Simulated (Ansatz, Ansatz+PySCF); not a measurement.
```xyz
3

H     0.0000    0.3602   -1.1077
P     0.0000   -0.7204    0.0000
H     0.0000    0.3602    1.1077
```

Basis set: def2-SVP (spherical functions). Correlated methods keep 5 orbitals frozen. Correlation on ROHF uses semicanonical orbitals with singles. Charge 0, multiplicity 2.

Computed with Ansatz (development build ahead of 0.2.0); each method stands on the lowest determinant of its kind that the runs found.

The atomization energy at this shape (free ground-state atoms in the same class of orbitals less the molecule, no zero-point energy) of doublet PH₂:

```tsv
method	atomization energy
ROHF-MP2	5.48 eV
ROHF	4.12 eV
UHF	4.24 eV
```

Problem. What does ROHF-CCSD(T) give?

Solution. 5.80 eV. Caution: the shape is not the minimum.
